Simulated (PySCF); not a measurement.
Species: C2H9PSi.
SMILES with atom numbers: `[CH3:1][CH2:2][SiH2:3][PH2:4]` (hydrogens: H5, H6, H7 on C1; H8, H9 on C2; H10, H11 on Si3; H12, H13 on P4)

Geometry (PBE0-D3(BJ)/def2-SVP, Å), atoms numbered from 1 in this order:
```xyz
13
C2H9PSi angstrom
C     -1.9740    0.3291   -0.4817
C     -0.5178    0.7730   -0.3714
Si     0.6902   -0.6334   -0.0199
P      2.7990    0.2051    0.0245
H     -2.6436    1.1807   -0.6810
H     -2.1147   -0.3968   -1.2982
H     -2.3229   -0.1517    0.4460
H     -0.4004    1.5222    0.4311
H     -0.1877    1.2703   -1.2997
H      0.3221   -1.3229    1.2585
H      0.6439   -1.6496   -1.1187
H      3.3771   -0.9938    0.5451
H      2.6377    0.7940    1.3177
```

Level of theory: core-valence-separated Tamm–Dancoff BHandHLYP/aug-pcX-1 (pcseg-1 on H, def2-SVPD on Si, def2-SVPD on P) in PySCF, non-relativistic, gas phase, PBE0-D3(BJ)/def2-SVP geometry. No empirical shift is added; at this level the pattern usually sits a few eV under experiment.

The lowest roots of each edge with f over 0.003 (five at most, numbered afresh; weaker and dark ones are left out), with transition dipoles (au) in the frame of the coordinates:

| root | edge | E (eV) | μx | μy | μz |
| --- | --- | --- | --- | --- | --- |
| 1 | C | 285.32 | -0.0250 | -0.0292 | -0.0019 |
| 2 | C | 285.43 | 0.0289 | 0.0046 | 0.0024 |
| 3 | C | 285.97 | 0.0087 | -0.0080 | -0.0657 |
| 4 | C | 286.09 | 0.0305 | -0.0528 | 0.0160 |
| 5 | C | 286.23 | -0.0157 | 0.0657 | -0.0088 |

Q: What are the oscillator strengths?

A: f = (2/3) ΔE |μ|², with ΔE in hartree (27.2114 eV):

| root | ΔE (Eh) | \|μ\|² (au) | f | core hole on |
| --- | --- | --- | --- | --- |
| 1 | 10.4852 | 0.001481 | 0.010 | C2 |
| 2 | 10.4895 | 0.000862 | 0.006 | C1 |
| 3 | 10.5093 | 0.004456 | 0.031 | C2 |
| 4 | 10.5137 | 0.003974 | 0.028 | C2 |
| 5 | 10.5186 | 0.004640 | 0.033 | C1 |

Q: Molecules are fixed in this frame and the field points along (0, 1, 1)/√2. What effective strengths 3 f cos²θ do the roots have (θ between field and μ)?

A: root 1 (C2): 0.010, root 2 (C1): 0.001, root 3 (C2): 0.057, root 4 (C2): 0.014, root 5 (C1): 0.034. Root 3 is the strongest. Averaged over all orientations cos²θ is 1/3, which gives f back.

One conformer stands for the species.
